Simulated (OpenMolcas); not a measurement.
# Dy3+: moving the ligands

Dy3+ with 8 ligands (fluoride) in square antiprismatic coordination (D4d) at 2.34 Å, a polar angle of 60.7° against the regular 57.3°. A charge of +0.625 e stands 2.6 Å behind each ligand. Ligand basis ANO-RCC-VDZP.

```yaml
Program: OpenMolcas
Method: CASSCF
Basis: ANO-RCC-VDZP [7s6p4d2f1g]
Scalar_Hamiltonian: DKH2, point nucleus
Active_space: 9 electrons in 7 orbitals (4f)
State_averaging: 2S+1 = 6 odd, 21 roots; 2S+1 = 4 odd, 115 roots kept (CI in the orbitals of an earlier block, 108 in the spin-orbit step); 2S+1 = 2 odd, 82 roots kept (CI in the orbitals of an earlier block, 40 in the spin-orbit step)
Spin-orbit_coupling: state interaction with AMFI integrals over the reference wave functions
```

Runs around this geometry, states. Energies in cm-1 above the lowest state or level, χT in cm3 K/mol.

| R (Å) | Ground state | First state of that spin | First gap with spin-orbit (degeneracies) | Width of lowest J | χT at 300 K |
| --- | --- | --- | --- | --- | --- |
| 2.31 | 2S+1 = 6 | 88.9 | 33.6 (2, 2) | 835 | 13.948 |
| 2.34 | 2S+1 = 6 | 80.9 | 31.6 (2, 2) | 807 | 13.955 |
| 2.43 | 2S+1 = 6 | 62.0 | 26.6 (2, 2) | 729 | 13.974 |

Taking the width of the lowest J multiplet as R^-n, n = -ln(729 / 835) / ln(2.43 / 2.31) = 2.7 between the shortest and longest distance.

High states are left out of the spin-orbit mixing, which shifts the levels that they would mix with. Without dynamic correlation the ligand-field splitting of an f shell can come out too small, at times by half. No measured value stands beside these numbers; the geometry was imposed, not optimised, and the real ion may take another.

A state without a sure symmetry label is named by its multiplicity alone.
